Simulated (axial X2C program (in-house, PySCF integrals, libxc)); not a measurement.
**Potential curves of SrS, two-component**

Calculated with an in-house relativistic program for diatomic molecules. Two-component (2c) means X2C with spin–orbit coupling and atomic mean-field two-electron Coulomb and Gaunt terms. Basis: Sr dyall-cv4z [13s14p9d7f5g], S dyall-av4z [10s9p4d3f2g] (cores contracted in-house); Gaussian nuclei, density fitting, unrestricted open shells. Masses: Sr 87.906 u, S 31.972 u.

State: Ω = 0 (closed shell). Energies in kJ/mol from the fragments at the same level (Sr + S). Fits are polynomials in 1 − R0/R over 0.85 to 1.23 times the lowest point R0.

| R (Å) | PBE0 |
| --- | --- |
| 2.1045 | -253.60 |
| 2.2013 | -310.71 |
| 2.2739 | -335.68 |
| 2.3464 | -348.78 |
| 2.4190 | -352.59 |
| 2.5037 | -348.02 |
| 2.5883 | -336.29 |
| 2.6972 | -313.97 |
| 2.8302 | -280.10 |

Occupations by symmetry block were frozen at the best pattern of an incomplete PBE0 search. The closed shell is kept restricted, so the energy runs too high when the bond is stretched far. Dissociation energies refer to the lowest single-determinant-based atoms at the same level and basis. A 2c atom that is not at its ground J level misses part of its spin–orbit lowering, and De is too large by that part (0.04 eV or less for light atoms). This holds for PBE0. The functionals have no current-density term, which raises determinants with orbital currents, atoms included. The stretched end of a curve changes character and is left out.

What are Re, ωe and De at the PBE0 level?

At PBE0, 2c: Re = 2.418 Å, ωe ≈ 406 cm⁻¹, De = 3.65 eV to Sr + S; Be follows as 0.123 cm⁻¹.
